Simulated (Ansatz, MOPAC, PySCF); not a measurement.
Molecule: SiNH4, charge 0, multiplicity 2. SMILES: [SiH3][NH]
Structure (B3LYP-D3(BJ)/def2-TZVP (Ansatz, a quantum-chemistry and plane-wave program) minimum search):
```xyz
6

N      1.1558    -0.3137    -0.3124
Si    -0.4627     0.1681     0.1635
H      1.1601    -1.0363    -1.0369
H     -1.0917    -0.9642     0.8949
H     -1.3071     0.5003    -1.0142
H     -0.3738     1.3424     1.0542
```
Charge 0, spin multiplicity 2.

Wanted: vertical electron affinity to the singlet, in eV. Conventions: UHF or UKS for open shells; 6-31G* and kin with 6d, 5d where marked; frozen cores in correlated levels; no dispersion term unless named; spin-orbit terms left out; non-relativistic; each state is the SCF solution reached for its charge and spin. CBS(X,Y): correlation extrapolated as X^-3; Hartree-Fock from the larger set. The bracket is a focal-point correction in the basis named. Ab initio and DFT rows: single points at B3LYP-D3(BJ) geometries (Ansatz). Semi-empirical rows: differences of heats of formation at the shared geometry for vertical values. Sets without +, aug- or the D of def2-TZVPD hold no diffuse functions, which anions need.

| species | coefficient | E at HF/6-31G* (Ansatz), Eh | E at M06-2X/def2-TZVPD (PySCF), Eh | heat of formation at MNDO (MOPAC), kcal/mol |
|---|---|---|---|---|
| charge -1, singlet | -1 | -345.62331 | -346.62166 | 26.90 |
| charge 0, doublet | +1 | -345.64978 | -346.56341 | 38.92 |

Coupled cluster (Ansatz) is a level with limits of its own, used here on species with T1 under 0.025 (0.045 for open shells) and stable references: RI-MP2/CBS(aug-cc-pV(T+d)Z,aug-cc-pV(Q+d)Z)+[CCSD(T)-MP2]/aug-cc-pV(T+d)Z. Value to compare with, RI-MP2/CBS(aug-cc-pV(T+d)Z,aug-cc-pV(Q+d)Z)+[CCSD(T)-MP2]/aug-cc-pV(T+d)Z (Ansatz): 1.77 eV. 1 Eh = 27.2114 eV and 1 eV = 23.0605 kcal/mol.

Task: Compute it at each level from the table, and compare with RI-MP2/CBS(aug-cc-pV(T+d)Z,aug-cc-pV(Q+d)Z)+[CCSD(T)-MP2]/aug-cc-pV(T+d)Z (Ansatz).

Result: 
- HF/6-31G*: the sum of coefficient times E is -0.02647 Eh, or -0.720 eV. Result: -0.72 eV. Its difference against RI-MP2/CBS(aug-cc-pV(T+d)Z,aug-cc-pV(Q+d)Z)+[CCSD(T)-MP2]/aug-cc-pV(T+d)Z (Ansatz) is -2.49 eV.
- M06-2X/def2-TZVPD: the sum of coefficient times E is 0.05825 Eh, or 1.585 eV. Result: 1.59 eV. Its difference against RI-MP2/CBS(aug-cc-pV(T+d)Z,aug-cc-pV(Q+d)Z)+[CCSD(T)-MP2]/aug-cc-pV(T+d)Z (Ansatz) is -0.18 eV.
- MNDO: the sum of coefficient times heat of formation is 12.02 kcal/mol, or 0.52 eV. Its difference against RI-MP2/CBS(aug-cc-pV(T+d)Z,aug-cc-pV(Q+d)Z)+[CCSD(T)-MP2]/aug-cc-pV(T+d)Z (Ansatz) is -1.25 eV.
